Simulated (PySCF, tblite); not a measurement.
Isomers of C11H7F, one GFN2-xTB conformer each. Single-point energies are computed at PBE0/pcSseg-1 (PySCF, gas phase, no added dispersion term), electronic only.

```json
{"SMILES": "C#C[C@@H]1[C@H]2C=C[C@]1(C#C)C=C2F", "GFN2-xTB relative energy (kcal/mol)": "41.5"}
{"SMILES": "C#CC#Cc1ccc(C)cc1F", "GFN2-xTB relative energy (kcal/mol)": "0.0"}
```

Problem. What does PBE0/pcSseg-1 give for the same structures?

Solution. 
```
                            SMILES  PBE0/pcSseg-1 E (Eh)  PBE0/pcSseg-1 (kcal/mol)  GFN2-xTB (kcal/mol)  point group
                C#CC#Cc1ccc(C)cc1F            -522.43767                       0.0                  0.0            –
C#C[C@@H]1[C@H]2C=C[C@]1(C#C)C=C2F            -522.33718                      63.1                 41.5           C1
```

Both levels put the same isomer lowest. As drawn, the lower has an aromatic ring, which the higher lacks; the higher has a C=C bond outside aromatic rings and a quaternary carbon, which the lower lacks.

Problem. Which frontier levels, dipoles and rotational constants go with these structures?

Solution. 
```
                            SMILES  HOMO (eV, PBE0/pcSseg-1)  LUMO (eV)  dipole (D)       A, B, C (MHz)
                C#CC#Cc1ccc(C)cc1F                     -6.66      -1.64        2.76  2799, 430.2, 373.8
C#C[C@@H]1[C@H]2C=C[C@]1(C#C)C=C2F                     -6.77      -0.87        1.20  1326, 968.0, 758.7
```

Problem. What happens when harmonic zero-point energies from GFN2-xTB frequencies are added?

Solution. 
```json
{"SMILES": "C#CC#Cc1ccc(C)cc1F", "ZPE (kcal/mol)": "84.4", "electronic (kcal/mol)": "0.0", "with ZPE (kcal/mol)": "0.0"}
{"SMILES": "C#C[C@@H]1[C@H]2C=C[C@]1(C#C)C=C2F", "ZPE (kcal/mol)": "84.7", "electronic (kcal/mol)": "63.1", "with ZPE (kcal/mol)": "63.4"}
```

The zero-point energies span 0.3 kcal/mol. The order is unchanged.
